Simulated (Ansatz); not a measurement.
Input file for Ansatz (an electronic-structure program): R-BLYP/def2-TZVPP on O2Sn (SMILES [O]=[Sn]=[O]). Elements past Kr take the def2 small-core potentials; no spin–orbit coupling.

Ansatz 0.2 input:
```yaml
crystal:
  periodic: [false, false, false]
  atoms:
    - {symbol: Sn, position_ang: [0.00003335, -0.00000002, 0.00000200]}
    - {symbol: O, position_ang: [1.81396224, -0.00416133, 0.00971237]}
    - {symbol: O, position_ang: [-1.81389560, 0.00416135, -0.00971438]}
basis:
  gaussian:
    orbitals: def2-TZVPP
hamiltonian:
  xc: {name: BLYP}
scf: {lower_state_search: off}
```

Problem. Give the final energy of this run.

Solution. -364.7024 hartree.
